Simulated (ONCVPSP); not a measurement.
## Before and after: ONCV potential for selenium (Se)

```
Element                 : selenium (Se)
Generator               : ONCVPSP 4.0.1
Type                    : optimised norm-conserving Vanderbilt (ONCV)
Functional              : LDA (Perdew-Zunger)
Relativity              : fully relativistic
Frozen core             : [Ar]
Valence charge          : 16
Reference configuration : 3d10 4s1.75 4p4.25
Partial waves           : 4s: rc 1.50 bohr, ncon 4, nbas 8, qcut 3.8 1/bohr, 2 projectors, debl 2.6 Ha; 4p: rc 1.60 bohr, ncon 4, nbas 9, qcut 4.7 1/bohr, 2 projectors, debl 0.5 Ha; 3d: rc 0.65 bohr, ncon 4, nbas 8, qcut 26.3 1/bohr, 2 projectors, debl 1.2 Ha
Local potential         : polynomial inside 0.40 bohr (lpopt 5, dvloc0 1 Ha)
Core correction         : Teter function, fcfact 1.5, rcfact 1.3
```

Open shells are filled in proportion to 2j + 1.

In the d channel the program set the typed energies aside and used -1.963, 0.250 Ha (j = l + 1/2; the other j can differ).

Change: d: qcut 34.9.

Cutoffs: the cutoffs (Ha) at which the residual kinetic energy of the hardest occupied pseudo-wave falls to 1 and 0.1 mHa per electron; they do not see the model core or the augmentation charge, which bear on the density cutoff. Errors are all-electron minus pseudo energies relative to the spin-unpolarised reference configuration.

**Question.** What does the change do?

**Answer.** The potential gets harder (250 Ha and 283 Ha → 380 Ha and 440 Ha); both files keep a bound ghost (p, s); the lowest positive-energy flag moves from s at 144.3 eV to d5/2 at 16.8 eV; the errors of the 4 common tests hardly move. The waves are optimised to have the least kinetic energy above qcut, so the cutoff follows it (qcut²/2 in Ha).

| quantity | base | changed |
| --- | --- | --- |
| cutoff, loose | 250 Ha | 380 Ha |
| cutoff, tight | 283 Ha | 440 Ha |
| loose cutoff by channel | s 40 Ha, p 10 Ha, d 250 Ha | s 40 Ha, p 10 Ha, d 380 Ha |
| bound ghosts | s, p3/2, p1/2 | s, p3/2, p1/2 |
| GHOST(+) flags under 300 eV | s at 144.3 eV | d5/2 at 16.8 eV, d3/2 at 20.0 eV, s at 144.3 eV |
| error for 3d10 4s2 4p4, meV [ΔE -2.71 eV] | 0.0 | 0.0 |
| error for 3d10 4s2 4p3, meV [ΔE 8.30 eV] | +0.1 | +0.1 |
| error for 3d10 4s2 4p2, meV [ΔE 28.87 eV] | +3.6 | +3.6 |
| error for 3d9 4s2 4p4, meV [ΔE 61.64 eV] | -601 | -604 |
| s: phases at 1.52 bohr within 0.05 rad from the reference energy up to (Ha; the scan ends near 5) | 4.6 | 4.6 |
| p3/2: phases at 1.62 bohr within 0.05 rad from the reference energy up to (Ha; the scan ends near 5) | 4.4 | 4.4 |
| p1/2: phases at 1.62 bohr within 0.05 rad from the reference energy up to (Ha; the scan ends near 5) | 4.5 | 4.5 |
| d5/2: phases at 0.66 bohr within 0.05 rad from the reference energy up to (Ha; the scan ends near 5) | to the end of the scan | to the end of the scan |
| d3/2: phases at 0.66 bohr within 0.05 rad from the reference energy up to (Ha; the scan ends near 5) | to the end of the scan | to the end of the scan |
| rms error of d²Exc/dni dnj with the model core, mHa | 9.09 | 9.07 |

 A true bound ghost makes a file unfit for plane-wave use even where its test errors are small: the radial tests pick states by their node count and pass the ghost by.
